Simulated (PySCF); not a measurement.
Molfile (atoms numbered from 1):
```
C3H4BCl
     RDKit          3D

  9  8  0  0  0  0  0  0  0  0999 V2000
    1.6824    1.3533    0.2994 B   0  0  0  0  0  0  0  0  0  0  0  0
    0.5846    0.4666   -0.2143 C   0  0  0  0  0  0  0  0  0  0  0  0
   -0.3120   -0.2540   -0.6336 C   0  0  0  0  0  0  0  0  0  0  0  0
   -1.3579   -1.1172   -1.1196 C   0  0  0  0  0  0  0  0  0  0  0  0
   -2.6780   -0.2529   -1.9755 Cl  0  0  0  0  0  0  0  0  0  0  0  0
    2.6205    0.8718    0.8873 H   0  0  0  0  0  0  0  0  0  0  0  0
    1.6267    2.5461    0.1245 H   0  0  0  0  0  0  0  0  0  0  0  0
   -1.8154   -1.6664   -0.2831 H   0  0  0  0  0  0  0  0  0  0  0  0
   -0.9441   -1.8584   -1.8196 H   0  0  0  0  0  0  0  0  0  0  0  0
  1  2  1  0
  2  3  3  0
  3  4  1  0
  4  5  1  0
  1  6  1  0
  1  7  1  0
  4  8  1  0
  4  9  1  0
M  END
```

Geometry: PBE0-D3(BJ)/def2-SVP; GIAO shifts from PySCF 2.14.0 with density-fitted response routines, gas phase, non-relativistic, averaged over equivalent atoms.

At WP04/pcSseg-2 (243 basis functions, 20 s wall time on 1 thread of an Arm Neoverse V2, shared host):
```json
{"atoms": "B1", "δ (ppm)": "62.5"}
{"atoms": "C3", "δ (ppm)": "146.0"}
{"atoms": "C2", "δ (ppm)": "105.4"}
{"atoms": "C4", "δ (ppm)": "42.1"}
{"atoms": "Cl5", "δ (ppm)": "157.6"}
{"atoms": "H6/H7", "δ (ppm)": "5.75"}
{"atoms": "H8/H9", "δ (ppm)": "4.50"}
```

Scale: BF3·OEt2 for ¹¹B (σ = 94.19 ppm); ¹³C (σ = 172.10 ppm) and ¹H (σ = 31.61 ppm) against TMS; ³⁵Cl (σ = 900.48 ppm) vs HCl (reference shieldings calculated alike).

What do these become at B3LYP/pcSseg-2?

## Answers


| atoms | δ at B3LYP/pcSseg-2 | change |
| --- | --- | --- |
| B1 | 67.5 | +5.0 |
| C3 | 159.2 | +13.2 |
| C2 | 110.6 | +5.2 |
| C4 | 38.7 | -3.4 |
| Cl5 | 160.8 | +3.2 |
| H6/H7 | 6.54 | +0.79 |
| H8/H9 | 4.68 | +0.18 |

References, each an isolated molecule treated in the same way: ¹¹B (96.39 ppm) against BF3·OEt2; ¹³C (179.19 ppm), ¹H (31.39 ppm) against TMS; ³⁵Cl (927.31 ppm) against HCl.

The largest change is at C3 (alkyne carbon). Cost: 243 basis functions, 20 s wall time on 1 thread of an Arm Neoverse V2, shared host. The order of the carbon signals is the same at both levels.

A carbon bonded to boron is broadened by the quadrupolar boron nucleus and is often missing from a measured spectrum. Carbons that carry Cl, above all several Cl atoms, come out too deshielded, partly because spin–orbit coupling is missing.
